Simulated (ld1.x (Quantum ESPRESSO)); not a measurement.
# How hard is this Tl ultrasoft potential?

ld1.x (Quantum ESPRESSO) 7.5 input, shortened:

```
&input
   title='Tl', zed=81., rel=1, dft='PZ', iswitch=3,
   config='[Xe] 4f14 5d10 6s2 6p1'
 /
 &inputp
   pseudotype=3, tm=.true., lloc=-1, rcloc=2.15,
   nlcc=.true., new_core_ps=.true.,
   which_augfun='PSQ', rmatch_augfun=1.75
 /
6
6S  1  0   2.00   0.00  2.25  2.45  0.0
6S  1  0   0.00   1.95  2.25  2.45  0.0
6P  2  1   1.00   0.00  2.35  2.70  0.0
6P  2  1   0.00   4.05  2.35  2.70  0.0
5D  3  2  10.00   0.00  1.65  2.20  0.0
5D  3  2   0.00  -0.35  1.65  2.20  0.0
 &test
   configts(1)='5d10 6s2 6p1'
 /
```

The pseudo-atom Hamiltonian at the reference potential is diagonalised in spherical Bessel functions j_l(qr) that vanish at 20 bohr, with q² up to the cutoff. All-electron valence levels (Ry): 6s -0.7227, 6p -0.1897, 5d -1.1480.

Problem. How do the lowest levels (Ry) of each channel move with the cutoff, and are there ghosts?

Solution.

```json
{"cutoff (Ry)": "8", "s #1": "-0.7226", "s #2": "-0.0314", "p #1": "-0.1896", "d #1": "-0.8645", "d #2": "0.0479", "f #1": "0.1010", "f #2": "0.2217", "Σ f·Δε (mRy)": "2835.4"}
{"cutoff (Ry)": "12", "s #1": "-0.7227", "s #2": "-0.0315", "p #1": "-0.1897", "d #1": "-1.0808", "d #2": "0.0469", "f #1": "0.1010", "f #2": "0.2217", "Σ f·Δε (mRy)": "671.7"}
{"cutoff (Ry)": "18", "s #1": "-0.7227", "s #2": "-0.0315", "p #1": "-0.1897", "d #1": "-1.1427", "d #2": "0.0464", "f #1": "0.1010", "f #2": "0.2217", "Σ f·Δε (mRy)": "53.1"}
{"cutoff (Ry)": "30", "s #1": "-0.7227", "s #2": "-0.0315", "p #1": "-0.1897", "d #1": "-1.1475", "d #2": "0.0461", "f #1": "0.1010", "f #2": "0.2217", "Σ f·Δε (mRy)": "5.0"}
{"cutoff (Ry)": "40", "s #1": "-0.7227", "s #2": "-0.0315", "p #1": "-0.1897", "d #1": "-1.1479", "d #2": "0.0460", "f #1": "0.1010", "f #2": "0.2217", "Σ f·Δε (mRy)": "0.7"}
{"cutoff (Ry)": "50", "s #1": "-0.7227", "s #2": "-0.0315", "p #1": "-0.1897", "d #1": "-1.1479", "d #2": "0.0460", "f #1": "0.1010", "f #2": "0.2217", "Σ f·Δε (mRy)": "0.4"}
{"cutoff (Ry)": "400", "s #1": "-0.7227", "s #2": "-0.0315", "p #1": "-0.1897", "d #1": "-1.1480", "d #2": "0.0460", "f #1": "0.1010", "f #2": "0.2217", "Σ f·Δε (mRy)": "0.0"}
```

Result: no extra level below or beside the all-electron valence levels (s, p, d, f tested); 10 mRy is reached at 25 Ry and 1 mRy at 40 Ry.
